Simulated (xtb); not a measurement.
xtb input (GFN2-xTB):

```bash
xtb mol.xyz --gfn 2 --sp --chrg 0 --uhf 0
```
mol.xyz:
```
4

F     -0.98442786     1.63566598     0.06232469
Ga    -0.29095204     0.04198609     0.00467305
F     -1.40806345    -1.29041543    -0.02389830
Cl     1.79717264    -0.25934257    -0.02886483
```

Output:

```
           -------------------------------------------------
          |                Calculation Setup                |
           -------------------------------------------------

           -------------------------------------------------
          |                 G F N 2 - x T B                 |
           -------------------------------------------------

        Reference                      10.1021/acs.jctc.8b01176
      * Hamiltonian:
        H0-scaling (s, p, d)           1.850000    2.230000    2.230000
        zeta-weighting                 0.500000
      * Dispersion:
        s8                             2.700000
        a1                             0.520000
        a2                             5.000000
        s9                             5.000000
      * Repulsion:
        kExp                           1.500000    1.000000
        rExp                           1.000000
      * Coulomb:
        alpha                          2.000000
        third order                    shell-resolved
        anisotropic                    true
        a3                             3.000000
        a5                             4.000000
        cn-shift                       1.200000
        cn-exp                         4.000000
        max-rad                        5.000000

          ...................................................
          :                      SETUP                      :
          :.................................................:
          :  # basis functions                  28          :
          :  # atomic orbitals                  26          :
          :  # shells                           10          :
          :  # electrons                        24          :
          :  max. iterations                   250          :
          :  Hamiltonian                  GFN2-xTB          :
          :  restarted?                      false          :
          :  GBSA solvation                  false          :
          :  PC potential                    false          :
          :  electronic temp.          300.0000000     K    :
          :  accuracy                    1.0000000          :
          :  -> integral cutoff          0.2500000E+02      :
          :  -> integral neglect         0.1000000E-07      :
          :  -> SCF convergence          0.1000000E-05 Eh   :
          :  -> wf. convergence          0.1000000E-03 e    :
          :  Broyden damping             0.4000000          :
          :  net charge                          0          :
          :  unpaired electrons                  0          :
          ...................................................

 iter      E             dE          RMSdq      gap      omega  full diag
   1    -15.3707481 -0.153707E+02  0.224E+01    3.89       0.0  T
   2    -15.3912975 -0.205494E-01  0.123E+01    3.54       1.0  T
   3    -15.3906635  0.633956E-03  0.291E+00    3.80       1.0  T
   4    -15.3918585 -0.119500E-02  0.628E-01    3.59       1.0  T
   5    -15.3919864 -0.127911E-03  0.398E-01    3.64       1.0  T
   6    -15.3919896 -0.313918E-05  0.525E-02    3.64       1.0  T
   7    -15.3919906 -0.102793E-05  0.186E-02    3.64       2.7  T
   8    -15.3919908 -0.202061E-06  0.375E-03    3.64      13.3  T
   9    -15.3919908 -0.178284E-07  0.339E-03    3.64      14.8  T
  10    -15.3919908 -0.132719E-07  0.757E-04    3.64      66.1  T
  11    -15.3919908 -0.498362E-09  0.487E-04    3.64     102.6  T

   *** convergence criteria satisfied after 11 iterations ***

         #    Occupation            Energy/Eh            Energy/eV
      -------------------------------------------------------------
         1        2.0000           -1.1078672             -30.1466
       ...           ...                  ...                  ...
         6        2.0000           -0.5356302             -14.5752
         7        2.0000           -0.5323967             -14.4873
         8        2.0000           -0.5310218             -14.4498
         9        2.0000           -0.5217483             -14.1975
        10        2.0000           -0.5144051             -13.9977
        11        2.0000           -0.5041656             -13.7190
        12        2.0000           -0.4995823             -13.5943 (HOMO)
        13                         -0.3657480              -9.9525 (LUMO)
        14                         -0.1588847              -4.3235
        15                         -0.0564130              -1.5351
        16                         -0.0503745              -1.3708
        17                         -0.0443287              -1.2062
       ...                                ...                  ...
        26                          1.1509488              31.3189
      -------------------------------------------------------------
                  HL-Gap            0.1338343 Eh            3.6418 eV
             Fermi-level           -0.4326651 Eh          -11.7734 eV

 SCC (total)                   0 d,  0 h,  0 min,  0.004 sec
 SCC setup                      ...        0 min,  0.000 sec (  1.526%)
 Dispersion                     ...        0 min,  0.000 sec (  0.478%)
 classical contributions        ...        0 min,  0.000 sec (  0.276%)
 integral evaluation            ...        0 min,  0.001 sec ( 18.011%)
 iterations                     ...        0 min,  0.002 sec ( 53.468%)
 molecular gradient             ...        0 min,  0.001 sec ( 23.868%)
 printout                       ...        0 min,  0.000 sec (  2.113%)

         :::::::::::::::::::::::::::::::::::::::::::::::::::::
         ::                     SUMMARY                     ::
         :::::::::::::::::::::::::::::::::::::::::::::::::::::
         :: total energy             -15.381387090705 Eh    ::
         :: gradient norm              0.017146047451 Eh/a0 ::
         :: HOMO-LUMO gap              3.641816182998 eV    ::
         ::.................................................::
         :: SCC energy               -15.391990516398 Eh    ::
         :: -> isotropic ES            0.045383440056 Eh    ::
         :: -> anisotropic ES          0.000601509102 Eh    ::
         :: -> anisotropic XC         -0.001489009741 Eh    ::
         :: -> dispersion             -0.001925289789 Eh    ::
         :: repulsion energy           0.010603425693 Eh    ::
         :: add. restraining           0.000000000000 Eh    ::
         :: total charge               0.000000000000 e     ::
         :::::::::::::::::::::::::::::::::::::::::::::::::::::

           -------------------------------------------------
          |                Property Printout                |
           -------------------------------------------------

    * Orbital Energies and Occupations

         #    Occupation            Energy/Eh            Energy/eV
      -------------------------------------------------------------
         1        2.0000           -1.1078672             -30.1466
         2        2.0000           -0.8440560             -22.9679
         3        2.0000           -0.8388224             -22.8255
         4        2.0000           -0.6165732             -16.7778
         5        2.0000           -0.5391795             -14.6718
         6        2.0000           -0.5356302             -14.5752
         7        2.0000           -0.5323967             -14.4873
         8        2.0000           -0.5310218             -14.4498
         9        2.0000           -0.5217483             -14.1975
        10        2.0000           -0.5144051             -13.9977
        11        2.0000           -0.5041656             -13.7190
        12        2.0000           -0.4995823             -13.5943 (HOMO)
        13                         -0.3657480              -9.9525 (LUMO)
Note: The following floating-point exceptions are signalling: IEEE_UNDERFLOW_FLAG IEEE_DENORMAL
normal termination of xtb
        14                         -0.1588847              -4.3235
        15                         -0.0564130              -1.5351
        16                         -0.0503745              -1.3708
        17                         -0.0443287              -1.2062
        18                         -0.0426408              -1.1603
        19                         -0.0405201              -1.1026
        20                         -0.0122381              -0.3330
        21                          0.0157006               0.4272
        22                          0.0260111               0.7078
        23                          0.0264380               0.7194
       ...                                ...                  ...
        26                          1.1509488              31.3189
      -------------------------------------------------------------
                  HL-Gap            0.1338343 Eh            3.6418 eV
             Fermi-level           -0.4326651 Eh          -11.7734 eV

     #   Z          covCN         q      C6AA      α(0)
     1   9 F        0.693    -0.175    10.994     3.915
     2  31 Ga       2.179     0.246   212.502    32.692
     3   9 F        0.693    -0.175    10.994     3.915
     4  17 Cl       0.792     0.104    96.011    14.989

 Mol. C6AA /au·bohr⁶  :        914.215116
 Mol. C8AA /au·bohr⁸  :      57802.941118
 Mol. α(0) /au        :         55.510290

Wiberg/Mayer (AO) data.
largest (>0.10) Wiberg bond orders for each atom

 ---------------------------------------------------------------------------
     #   Z sym  total        # sym  WBO       # sym  WBO       # sym  WBO
 ---------------------------------------------------------------------------
     1   9 F    1.395 --     2 Ga   1.160     4 Cl   0.155
     2  31 Ga   3.647 --     4 Cl   1.326     1 F    1.160     3 F    1.160
     3   9 F    1.395 --     2 Ga   1.160     4 Cl   0.155
     4  17 Cl   1.636 --     2 Ga   1.326     3 F    0.155     1 F    0.155
 ---------------------------------------------------------------------------

Topologies differ in total number of bonds
Writing topology from bond orders to xtbtopo.mol

molecular dipole:
                 x           y           z       tot (Debye)
 q only:        1.009      -0.146      -0.016
   full:        0.962      -0.139      -0.015       2.470
molecular quadrupole (traceless):
                xx          xy          yy          xz          yz          zz
 q only:        0.772      -0.469      -2.399      -0.005      -0.120       1.627
  q+dip:        1.027      -0.615      -3.131      -0.007      -0.156       2.104
   full:       -0.732      -0.554      -4.460       0.051      -0.294       5.193

           -------------------------------------------------
          | TOTAL ENERGY              -15.381387090705 Eh   |
          | GRADIENT NORM               0.017146047451 Eh/α |
          | HOMO-LUMO GAP               3.641816182998 eV   |
           -------------------------------------------------

------------------------------------------------------------------------
------------------------------------------------------------------------
 total:
 SCF:
```
